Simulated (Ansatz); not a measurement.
Geometry optimisation, RKS PBE0/def2-SVP (Ansatz 0.2.0).

input.yaml

```yaml
crystal:
  periodic: [false, false, false]
  atoms:
    - { symbol: B, position_ang: [-0.294772, 1.757879, 0.292696] }
    - { symbol: Si, position_ang: [0.373791, -1.428683, 0.078977] }
    - { symbol: "N", position_ang: [-0.771795, 1.88717, -0.844427] }
    - { symbol: H, position_ang: [0.08379, -0.280754, -0.755289] }
    - { symbol: Cl, position_ang: [0.366875, 1.608655, 1.852888] }
    - { symbol: H, position_ang: [-0.675845, -1.565272, 1.137686] }
    - { symbol: H, position_ang: [0.371611, -2.684277, -0.73729] }
    - { symbol: H, position_ang: [1.715119, -1.291157, 0.727915] }
    - { symbol: H, position_ang: [-1.168874, 1.996439, -1.753157] }
basis:
  gaussian: { orbitals: def2-SVP }
hamiltonian:
  xc: pbe0
relax:
  f_tol: 0.03
  max_steps: 50
```

Launched with:

```bash
$ ansatz run input.yaml --threads 2 --pin off --max-ram 3072MiB --backend cpu --events-out ev --progress --plain --runs-dir out
```

Q: Where does it end, and by what steps?

A: The forces met the threshold. The force dipped under the threshold on the way, but the program's further checks kept it going. After 14 steps the energy has fallen by 0.241 eV; H9 moved furthest, 1.18 Å.

| step | energy less start (eV) | largest force component (eV/Å) | accepted |
| --- | --- | --- | --- |
| 0 | 0.0000 | 1.133 | yes |
| 1 | -0.1753 | 0.216 | yes |
| 2 | -0.2218 | 0.101 | yes |
| 3 | -0.1721 | 3.546 | no |
| 4 | -0.2254 | 0.101 | yes |
| 5 | -0.2302 | 0.131 | yes |
| 6 | -0.2339 | 0.210 | yes |
| 7 | -0.2359 | 0.196 | yes |
| 8 | -0.2378 | 0.122 | yes |
| 9 | -0.2393 | 0.050 | yes |
| 10 | -0.2400 | 0.086 | yes |
| 11 | -0.2402 | 0.046 | yes |
| 12 | -0.2405 | 0.049 | yes |
| 13 | -0.2407 | 0.029 | yes |
| 14 | -0.2408 | 0.014 | yes |

```xyz
9
Properties=species:S:1:pos:R:3
B -0.490 2.272 0.146
Si 0.525 -1.957 0.181
N -0.958 2.768 -0.890
H 0.099 -1.026 -0.905
Cl 0.152 1.597 1.570
H -0.499 -1.965 1.267
H 0.664 -3.335 -0.377
H 1.840 -1.515 0.733
H -1.333 3.160 -1.726
```

Whether the end is a true minimum wasn't checked by a vibrational analysis.

The run took 23 s on 2 threads of Intel(R) Xeon(R) Platinum 8488C (Sapphire Rapids), with other jobs on the host, peak memory 0.19 GiB.
